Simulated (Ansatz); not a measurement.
Steps of a relaxation of C3H9ClSi, SMILES `C[SiH](C)CCl` with RKS PBE-D4/def2-SVP.

```sh
$ ansatz run in.yaml --threads 4 --pin off --events-out ev --progress --plain --max-ram 10444MiB
```

```yaml
crystal:
  periodic: [false, false, false]
  atoms:
    - {symbol: C, position_ang: [-1.201100, 1.169500, 0.339600]}
    - {symbol: Si, position_ang: [0.327000, 0.230400, 0.266100]}
    - {symbol: C, position_ang: [0.056300, -1.452000, 1.001400]}
    - {symbol: C, position_ang: [1.088500, 0.144200, -1.455200]}
    - {symbol: Cl, position_ang: [-0.132100, -0.722700, -2.527400]}
    - {symbol: H, position_ang: [-1.104100, 2.230600, -0.092200]}
    - {symbol: H, position_ang: [-1.570200, 1.330600, 1.363000]}
    - {symbol: H, position_ang: [-2.004900, 0.739000, -0.248300]}
    - {symbol: H, position_ang: [1.330400, 0.966500, 1.149800]}
    - {symbol: H, position_ang: [-0.662500, -2.024500, 0.489900]}
    - {symbol: H, position_ang: [1.012700, -2.023400, 1.022500]}
    - {symbol: H, position_ang: [-0.222000, -1.365800, 2.072300]}
    - {symbol: H, position_ang: [1.135600, 1.153400, -1.891800]}
    - {symbol: H, position_ang: [1.933300, -0.405000, -1.460800]}
basis:
  gaussian: {orbitals: def2-SVP}
hamiltonian: {xc: pbe, dispersion: d4}
relax: {f_tol: 0.03, max_steps: 200}
```

Positions (Å) and forces (eV/Å) along the path, 6 of 6 steps:

```xyz
14
step=1 energy=-23635.8779 eV
C    -1.201    1.169    0.340   -1.103    2.682   -0.634
Si    0.327    0.230    0.266    1.469   -0.205    0.836
C     0.056   -1.452    1.001    1.858    0.372    1.318
C     1.089    0.144   -1.455   -4.437    1.933   -0.145
Cl   -0.132   -0.723   -2.527    0.133   -0.078    0.058
H    -1.104    2.231   -0.092    0.128   -0.947    0.393
H    -1.570    1.331    1.363   -0.023   -0.165    0.333
H    -2.005    0.739   -0.248   -0.616   -0.539   -0.368
H     1.330    0.967    1.150    0.033   -0.118   -0.179
H    -0.662   -2.025    0.490   -1.465   -1.124   -1.021
H     1.013   -2.023    1.022   -0.098   -0.008   -0.152
H    -0.222   -1.366    2.072   -0.201    0.100   -0.065
H     1.136    1.153   -1.892    0.579    0.092   -0.063
H     1.933   -0.405   -1.461    3.743   -1.997   -0.312
14
step=2 energy=-23636.3041 eV
C    -1.230    1.220    0.315   -0.683    1.104   -0.112
Si    0.337    0.256    0.331    0.729   -0.277    0.076
C     0.098   -1.474    1.011    0.486    0.034    0.563
C     1.037    0.147   -1.431   -1.275    0.264   -0.123
Cl   -0.185   -0.730   -2.490    0.164    0.109    0.150
H    -1.097    2.252   -0.111    0.074   -0.391    0.154
H    -1.624    1.363    1.339   -0.045   -0.047    0.103
H    -2.022    0.744   -0.289   -0.042   -0.199   -0.082
H     1.390    0.976    1.161   -0.097   -0.043   -0.078
H    -0.643   -2.048    0.450   -0.366   -0.215   -0.291
H     1.053   -2.045    1.009   -0.065    0.065   -0.060
H    -0.223   -1.409    2.073   -0.081   -0.054   -0.041
H     1.152    1.155   -1.870    0.275   -0.027   -0.097
H     1.944   -0.436   -1.471    0.928   -0.321   -0.162
14
step=3 energy=-23636.3679 eV
C    -1.228    1.240    0.348   -0.185    0.119    0.063
Si    0.388    0.275    0.332   -0.216   -0.151   -0.036
C     0.111   -1.449    1.041   -0.049   -0.140    0.145
C     1.005    0.125   -1.470   -0.054   -0.029   -0.052
Cl   -0.239   -0.761   -2.453   -0.036   -0.019   -0.019
H    -1.078    2.309    0.080   -0.031   -0.108    0.013
H    -1.700    1.201    1.358    0.085    0.027   -0.189
H    -1.939    0.793   -0.383    0.090    0.062    0.087
H     1.440    0.997    1.117    0.173    0.114    0.079
H    -0.523   -2.045    0.345    0.101    0.075    0.101
H     1.069   -1.992    1.201   -0.114    0.033   -0.035
H    -0.415   -1.384    2.024    0.122   -0.035   -0.203
H     1.149    1.111   -1.954    0.057    0.019    0.022
H     1.947   -0.450   -1.557    0.058    0.034    0.024
14
step=4 energy=-23636.3774 eV
C    -1.240    1.250    0.341   -0.044    0.027    0.020
Si    0.370    0.268    0.337    0.058    0.054    0.039
C     0.115   -1.463    1.042   -0.007   -0.038    0.031
C     1.002    0.124   -1.462   -0.004    0.010    0.053
Cl   -0.236   -0.753   -2.457    0.012   -0.008   -0.037
H    -1.086    2.305    0.033    0.024   -0.033   -0.005
H    -1.701    1.256    1.351    0.011    0.000   -0.022
H    -1.958    0.786   -0.365    0.006    0.004    0.008
H     1.444    1.004    1.113   -0.047   -0.032   -0.029
H    -0.543   -2.046    0.365    0.007    0.007    0.007
H     1.072   -2.014    1.152   -0.008    0.029   -0.023
H    -0.368   -1.419    2.041    0.011    0.003   -0.023
H     1.165    1.116   -1.931   -0.013   -0.002   -0.005
H     1.952   -0.443   -1.531   -0.007   -0.019   -0.012
14
step=5 energy=-23636.3789 eV
C    -1.246    1.255    0.340   -0.003    0.010   -0.001
Si    0.360    0.266    0.343    0.000    0.001    0.012
C     0.116   -1.469    1.042    0.006   -0.007    0.004
C     0.998    0.123   -1.453    0.022    0.010   -0.003
Cl   -0.225   -0.750   -2.467   -0.033   -0.022   -0.023
H    -1.072    2.298    0.008   -0.008   -0.002   -0.001
H    -1.703    1.287    1.350    0.004    0.002   -0.002
H    -1.972    0.788   -0.357    0.003    0.001    0.001
H     1.429    1.001    1.119   -0.005   -0.002    0.001
H    -0.550   -2.052    0.374    0.002    0.004    0.000
H     1.082   -2.008    1.121   -0.004   -0.004   -0.001
H    -0.342   -1.437    2.051    0.004    0.001   -0.001
H     1.165    1.115   -1.920    0.005    0.009    0.006
H     1.947   -0.446   -1.519    0.009    0.002    0.009
14
step=6 energy=-23636.3790 eV
C    -1.247    1.255    0.339    0.000   -0.004    0.001
Si    0.359    0.266    0.343   -0.002    0.000   -0.002
C     0.116   -1.469    1.041   -0.003    0.002   -0.001
C     0.999    0.124   -1.453   -0.003   -0.004   -0.005
Cl   -0.224   -0.751   -2.471    0.010    0.008    0.012
H    -1.075    2.297    0.001    0.000    0.000   -0.002
H    -1.700    1.293    1.350    0.000    0.000    0.000
H    -1.973    0.784   -0.353   -0.002    0.001    0.001
H     1.427    1.000    1.121    0.002    0.001    0.001
H    -0.556   -2.048    0.376   -0.001   -0.002    0.002
H     1.081   -2.012    1.113    0.001   -0.001   -0.002
H    -0.335   -1.438    2.054    0.000   -0.001    0.000
H     1.167    1.116   -1.918   -0.001   -0.001   -0.002
H     1.948   -0.446   -1.515   -0.001   -0.001   -0.003
```

It took 10 s on 4 threads of an Intel Xeon on a shared host, with 0.19 GiB of host memory at the peak.
